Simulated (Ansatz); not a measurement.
Program: Ansatz. Geometries: PBE0-D4/def2-TZVP. ΔE: electronic, gas phase. CCSD(T)/CBS adds triple-zeta CCSD(T) − MP2 to the extrapolated MP2 energy (def2 sets, frozen cores). This one scheme is used for every species. DFT in def2-TZVPP. Each species was taken in one conformer, which may not be the lowest.

`BB1CN1` + `ClBCl` → `ClB(Cl)B1CN1` + BH₃  (formal exchange of groups at a B–B bond)

`BB1CN1`:

Z-matrix (Å, degrees):
```
C
B 1 1.590
N 1 1.443 2 52.8
H 1 1.088 2 121.4 3 101.4
H 1 1.090 2 118.9 3 -105.3
B 2 1.632 1 146.8 3 176.0
H 3 1.003 1 134.0 2 -154.0
H 6 1.198 2 121.0 1 -76.7
H 6 1.197 2 122.0 1 98.7
```

`ClBCl`:

Cartesian coordinates in Å:
```
Cl -0.170 -0.476 1.594
B 0.028 0.128 -0.019
Cl -0.136 -0.927 -1.386
H 0.278 1.275 -0.190
```

`ClB(Cl)B1CN1`:

```xyz
9

Cl   -0.632    0.764   -2.898
B    -0.458    1.215   -1.218
Cl   -0.583    2.904   -0.790
B    -0.127    0.072   -0.066
C     0.876   -0.799    0.785
N    -0.572   -0.811    0.844
H     1.405   -0.367    1.634
H     1.364   -1.669    0.348
H    -1.272   -1.309    1.361
```

BH₃:

Cartesian coordinates in Å:
```
B 0.000 0.000 0.000
H -0.738 0.905 0.245
H -0.414 -0.975 -0.550
H 1.152 0.070 0.305
```

```tsv
level	ΔE (kJ/mol)	difference from CCSD(T)/CBS
LDA (SPW92)	18.5	13.0
B97M-V	14.9	9.4
ωB97X-V	7.5	2.0
B2PLYP	8.3	2.8
r2SCANh	13.3	7.8
CCSD/def2-SVP	2.5	-3.0
CCSD(T)/def2-SVP	1.9	-3.6
HF/def2-TZVPP	6.6	1.1
MP2/def2-QZVPP	2.2	-3.3
CCSD/CBS(def2)	6.7	1.2
CCSD(T)/CBS	5.5	0
```

Largest T1 diagnostic among the species: 0.015.

From PBE to PBE0 (25 % exact exchange), in def2-TZVPP and without D4, ΔE moves by −3.4 kJ/mol. At CCSD(T), def2-SVP lies −3.6 kJ/mol from the extrapolated value and def2-TZVPP −1.9 kJ/mol.
